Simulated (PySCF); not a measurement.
Gas-phase reaction: MoO2(OH)2 ⇌ MoO3 + O + H2

Computed with PySCF (xtb for GFN2) and rigid-rotor harmonic-oscillator thermochemistry at 1 bar. S°(298 K) at PBE0/def2-TZVP differs from the NASA 1993 table for MoO3 (+7 J/mol/K); whether the harmonic model or the table's entry is off was not settled. † marks an energy on the PBE0/def2-TZVP geometry and frequencies; other levels use their own. MP2 and CCSD(T) freeze the core. Open shells (unrestricted): O (multiplicity 3, electronic degeneracy 9); the rest are closed-shell singlets. GFN2 has no spin-polarisation term. Spin-orbit splitting is ignored; it lowers the true energy and changes the entropy of O. Mo: scalar-relativistic def2 core potential, no spin-orbit coupling. No R ln 2 is added for the mirror-image form of MoO2(OH)2. MP2 isn't extrapolated to the basis-set limit; its ΔH°(298 K) is 724.1 kJ in def2-SVP and 758.2 kJ in def2-TZVPP. CCSD(T) isn't extrapolated to the basis-set limit; its ΔH°(298 K) is 721.0 kJ in def2-SVP and 753.4 kJ in def2-TZVPP. The harmonic model lacks anharmonicity and excited electronic states, which grow with temperature; levels with a mode under 35 cm⁻¹ are left out. Strong static correlation: MoO3. Warning, large T1 diagnostic: MoO2(OH)2, MoO3 (CCSD(T)/def2-TZVPP†). Warning, point group unlike the PBE0 one: MoO2(OH)2 (GFN2-xTB).

ΔH° and ΔS° at 298 K: BLYP/def2-TZVP† 747 kJ, 245 J/K; CCSD(T)/def2-TZVPP† 753 kJ, 245 J/K; GFN2-xTB 1206 kJ, 243 J/K; HF/def2-TZVP† 597 kJ, 245 J/K; MP2/def2-TZVPP† 758 kJ, 245 J/K; PBE/def2-SVP 800 kJ, 242 J/K.

Task: With the heat capacities included, give log10 K (1 bar) at 600, 800, 1200, 1600, 2500 K from BLYP/def2-TZVP†, CCSD(T)/def2-TZVPP†, GFN2-xTB, HF/def2-TZVP†, MP2/def2-TZVPP†, PBE/def2-SVP.

Result: 
```json
[
 {"T (K)": "600", "BLYP/def2-TZVP†": "-52.2", "CCSD(T)/def2-TZVPP†": "-52.7", "GFN2-xTB": "-92.3", "HF/def2-TZVP†": "-39.1", "MP2/def2-TZVPP†": "-53.2", "PBE/def2-SVP": "-56.9"},
 {"T (K)": "800", "BLYP/def2-TZVP†": "-35.9", "CCSD(T)/def2-TZVPP†": "-36.4", "GFN2-xTB": "-66.1", "HF/def2-TZVP†": "-26.2", "MP2/def2-TZVPP†": "-36.7", "PBE/def2-SVP": "-39.6"},
 {"T (K)": "1200", "BLYP/def2-TZVP†": "-19.7", "CCSD(T)/def2-TZVPP†": "-20.0", "GFN2-xTB": "-39.9", "HF/def2-TZVP†": "-13.2", "MP2/def2-TZVPP†": "-20.2", "PBE/def2-SVP": "-22.2"},
 {"T (K)": "1600", "BLYP/def2-TZVP†": "-11.6", "CCSD(T)/def2-TZVPP†": "-11.9", "GFN2-xTB": "-26.8", "HF/def2-TZVP†": "-6.8", "MP2/def2-TZVPP†": "-12.0", "PBE/def2-SVP": "-13.6"},
 {"T (K)": "2500", "BLYP/def2-TZVP†": "-3.0", "CCSD(T)/def2-TZVPP†": "-3.2", "GFN2-xTB": "-12.8", "HF/def2-TZVP†": "0.1", "MP2/def2-TZVPP†": "-3.3", "PBE/def2-SVP": "-4.3"}
]
```
